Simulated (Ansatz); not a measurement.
Harmonic frequencies (cm⁻¹) at PBE0-D4/def2-TZVP from Ansatz: 184, 184, 203, 672, 755, 755.

(1) Which molecule is it?
A. `[F][GaH2]`
B. `[F][Ga]([F])[F]`
C. `[F][GaH][I]`
D. `[NH2][GaH2]`

## Answers

(1) B.
